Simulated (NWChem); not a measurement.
## Correlation energy of HBN

```
B
N 1 1.3082
H 1 1.1834 2 180.00
```
Charge 0, spin multiplicity 2.

Program: NWChem. Structure: optimised with UB3LYP/def2-SVP, a minimum by its harmonic frequencies.

Basis set: cc-pVDZ. Each correlation energy counts from its own Hartree-Fock reference.

The correlated methods keep 2 core orbitals frozen. The structure started from a generated list of species. The unpaired electrons of the parent sit in orbitals of symmetry b2 (C2v labels of the run); other states weren't searched. The stability of the SCF solutions was not checked. Open-shell Hartree-Fock references start from PBE0 orbitals. Coupled-cluster values serve here as a point of comparison, not as the truth.

```json
[
 {"method": "URI-MP2", "correlation energy (mHa)": "-199.4"},
 {"method": "UMP2", "correlation energy (mHa)": "-199.4"},
 {"method": "SCS-UMP2", "correlation energy (mHa)": "___"},
 {"method": "CCSD on UHF", "correlation energy (mHa)": "___"},
 {"method": "CCSD[T] on UHF", "correlation energy (mHa)": "___"},
 {"method": "CCSD(T) on UHF", "correlation energy (mHa)": "___"},
 {"method": "CCSD on ROHF", "correlation energy (mHa)": "-227.6"},
 {"method": "CCSD[T] on ROHF", "correlation energy (mHa)": "-236.3"},
 {"method": "CCSD(T) on ROHF", "correlation energy (mHa)": "-235.6"},
 {"method": "CCSDT on ROHF", "correlation energy (mHa)": "-236.3"}
]
```

Q: Fill in the missing entries.

A: 
- SCS-UMP2, correlation energy (mHa): -199.0
- CCSD on UHF, correlation energy (mHa): -224.6
- CCSD[T] on UHF, correlation energy (mHa): -232.8
- CCSD(T) on UHF, correlation energy (mHa): -232.1
